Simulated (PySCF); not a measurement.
# TDDFT excited states: C6H14Se

Compound: C6H14Se.
Atom-mapped SMILES: `[CH3:1][Se:2][CH2:3][C:4]([CH3:5])([CH3:6])[CH3:7]` (hydrogens: H8, H9, H10 on C1; H11, H12 on C3; H13, H14, H15 on C5; H16, H17, H18 on C6; H19, H20, H21 on C7)

Geometry (PBE0-D3(BJ)/def2-SVP, Å), atoms numbered from 1 in this order:
```
atom  x, y, z in Å
C1     3.0149   -0.8104    0.1244
Se2    1.2191   -1.5339    0.0062
C3     0.3011    0.1653    0.3401
C4    -1.2190    0.1106    0.1387
C5    -1.8441   -0.9477    1.0511
C6    -1.7777    1.4884    0.5103
C7    -1.5582   -0.1912   -1.3229
H8     3.1813   -0.3442    1.1056
H9     3.7129   -1.6501    0.0066
H10    3.1959   -0.0779   -0.6747
H11    0.7426    0.9111   -0.3403
H12    0.5326    0.4693    1.3736
H13   -1.5994   -0.7559    2.1077
H14   -2.9407   -0.9468    0.9508
H15   -1.4865   -1.9600    0.8058
H16   -1.5669    1.7355    1.5629
H17   -2.8700    1.5144    0.3707
H18   -1.3396    2.2797   -0.1184
H19   -2.6490   -0.2043   -1.4731
H20   -1.1341    0.5742   -1.9921
H21   -1.1574   -1.1663   -1.6383
```

Theory: PySCF 2.14.0, density-fitted response routines, TDDFT B3LYP/def2-SVPD, vertical, gas phase, core orbitals frozen in the response. Relativistic effects, spin–orbit coupling among them, are left out although an element past zinc is present.

```csv
state,E (eV),E (hartree),f,|μ| (D),"main configurations (H = HOMO, L = LUMO)"
S1,4.54,0.1667,0.0009,0.23,H→L (96%)
S2,5.11,0.1878,0.010,0.72,H→L+1 (96%)
S3,5.33,0.1959,0.019,0.97,H→L+2 (98%)
S4,5.95,0.2187,0.029,1.14,H→L+3 (98%)
S5,6.09,0.2239,0.0027,0.34,"H→L+4 (78%), H→L+5 (15%)"
S6,6.34,0.2329,0.0003,0.12,"H→L+5 (70%), H→L+4 (14%), H→L+6 (11%)"
S7,6.65,0.2444,0.0071,0.53,"H→L+6 (80%), H→L+5 (13%)"
S8,6.86,0.2522,0.010,0.63,H→L+7 (96%)
S9,6.98,0.2565,0.0084,0.56,H→L+8 (90%)
S10,7.10,0.2609,0.020,0.87,"H→L+9 (73%), H→L+10 (23%)"
```

Triplets, Tamm–Dancoff:

| state | E (eV) | λ (nm) | main configurations (H = HOMO, L = LUMO) |
| --- | --- | --- | --- |
| T1 | 4.14 | 299.2 | H→L (90%) |
| T2 | 4.89 | 253.8 | H→L+1 (48%), H→L+2 (42%) |
| T3 | 5.05 | 245.3 | H→L+1 (46%), H→L+2 (46%) |
| T4 | 5.85 | 211.9 | H→L+3 (98%) |

The lowest singlet lies at 4.54 eV (273 nm, ultraviolet) and is very weak; its leading configuration is HOMO→LUMO (96%). The most intense listed level is S4 at 5.95 eV (208 nm, f = 0.029), 1.41 eV above S1. Löwdin shares by element: HOMO selenium 72%, carbon 19% or more; LUMO selenium 50%, carbon 19% or more, hydrogen 4% or more (atoms not listed hold the other 27%). Of the 10 states listed, 5 reach f = 0.01 and 1 stays under 0.0005. Orbital energies (eV): HOMO-3 -9.05, HOMO-2 -8.88, HOMO-1 -8.08, HOMO -5.70, LUMO -0.05, LUMO+1 0.23, LUMO+2 0.51. The oscillator strengths of these states sum to 0.109; summed over the whole spectrum of an exact calculation they would give the number of electrons, 84 (Thomas–Reiche–Kuhn). No computed singlet lies in the visible range (380 to 750 nm); the lowest, at 273 nm, stands 1.27 eV above its violet end (3.26 eV). All these states lie below the vertical ionisation energy of 8.02 eV (ΔSCF). The window holds the lowest 10 singlets.

Time: 2.4 min of wall time. Hardware: an Arm Neoverse V2 with one thread, on a shared host.

One conformer stands for the species.
